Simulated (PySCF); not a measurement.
Simulated outer-valence photoelectron spectrum of `N[SiH2][SiH](F)F`. Computed with EOM-IP-CCSD/aug-cc-pVDZ in PySCF, restricted Hartree–Fock reference, 13 core orbitals frozen, non-relativistic, gas phase, PBE0-D3(BJ)/def2-SVP geometry.

Each root has a Gaussian of 0.6 eV full width with its one-hole share as area; cross sections and vibrations are left out, and the highest printed point is 100.

```
ionisation energy (eV)  intensity
                   9.2          1
                   9.4          7
                   9.6         26
                   9.8         52
                  10.0         58
                  10.2         34
                  10.4         12
                  10.6         10
                  10.8         29
                  11.0         55
                  11.2         56
                  11.4         31
                  11.6          9
                  11.8          2
                  12.0          1
                  12.2          5
                  12.4         20
                  12.6         47
                  12.8         59
                  13.0         40
                  13.2         15
                  13.4          9
                  13.6         26
                  13.8         65
                  14.0        100
                  14.2         98
                  14.4         71
                  14.6         62
                  14.8         77
                  15.0         88
                  15.2         81
                  15.4         56
                  15.6         37
                  15.8         46
                  16.0         60
                  16.2         46
                  16.4         19
                  16.6          4
                  16.8          1
```

**Question.** Where are the maxima, and how many lines lie under the curve?

**Answer.** 6 maxima, at 9.9, 11.1, 12.8, 14.1, 15.0 and 16.0 eV, from 8 lines. At this width some lines have no maximum of their own.

**Question.** List the lines with their holes.

**Answer.** 
| E (eV) | leading hole (HF orbital) | area | Koopmans (eV) |
| --- | --- | --- | --- |
| 9.93 | HOMO | 0.95 | 10.88 |
| 11.11 | HOMO-1 | 0.95 | 12.01 |
| 12.77 | HOMO-2 | 0.94 | 13.65 |
| 13.95 | HOMO-3 | 0.94 | 15.19 |
| 14.21 | HOMO-4 | 0.94 | 15.48 |
| 14.84 | HOMO-5 | 0.94 | 17.24 |
| 15.24 | HOMO-6 | 0.94 | 17.72 |
| 16.02 | HOMO-7 | 0.94 | 18.22 |

The widest gap, 1.66 eV, lies between 11.11 and 12.77 eV. Only orbitals with −ε under 21 eV, eight at most, were ionised, so the high end of the curve may lack lines.

Time: 11 min of wall time; peak memory 3.0 GiB. Hardware: one thread of an Arm Neoverse N1, no GPU, on a shared host.

Conformer computed: `[NH2:1][SiH2:2][SiH:3]([F:4])[F:5]`: N1–Si2–Si3–F4 -168°, H–N1–Si2–Si3 60°, H–N1–Si2–Si3 -159°.

One conformer stands for the species.
